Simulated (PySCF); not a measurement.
PySCF 2.14 output of a UHF calculation on a single atom or ion in aug-cc-pwCVTZ-DK3 (11s10p8d5f1g, 125 functions), with scalar relativity by spin-free X2C-1e:

```
SCF conv_tol = 1e-09
number electrons alpha = 42  beta = 39
cycle= 1 E= -20241.4110180753  delta_E= -0.00241  |g|= 0.0162  |ddm|= 0.0802
cycle= 2 E= -20241.4113575675  delta_E= -0.000339  |g|= 0.00723  |ddm|= 0.0319
cycle= 3 E= -20241.4114567748  delta_E= -9.92e-05  |g|= 0.00217  |ddm|= 0.0254
cycle= 4 E= -20241.4114653489  delta_E= -8.57e-06  |g|= 0.0011  |ddm|= 0.00728
cycle= 5 E= -20241.411466534  delta_E= -1.19e-06  |g|= 0.000307  |ddm|= 0.00304
cycle= 6 E= -20241.4114666177  delta_E= -8.37e-08  |g|= 3.68e-05  |ddm|= 0.000976
cycle= 7 E= -20241.4114666191  delta_E= -1.48e-09  |g|= 8.55e-06  |ddm|= 0.000229
cycle= 8 E= -20241.4114666192  delta_E= -9.46e-11  |g|= 1.63e-06  |ddm|= 4.29e-05
converged SCF energy = -20241.4114666192  <S^2> = 3.7540575  2S+1 = 4.0020282
```

The run itself started from symmetry-adapted Hartree-Fock orbitals and held the occupation by maximum overlap, so the iterations belong to that start.

Task: Which element, charge and spin multiplicity is this?

Result: Tl (thallium, neutral), multiplicity 4; the state was [Xe] 4f14 5d10 6s1 6p1 6d1, one real determinant (an excited configuration).

⟨L²⟩ = 8.03 against 12 for a pure F term, so this real determinant mixes terms. Spin-orbit coupling, absent here, splits the open shell strongly. The outer electron is Rydberg-like, and this basis confines it to a smaller radius and binds it less than a complete one would.
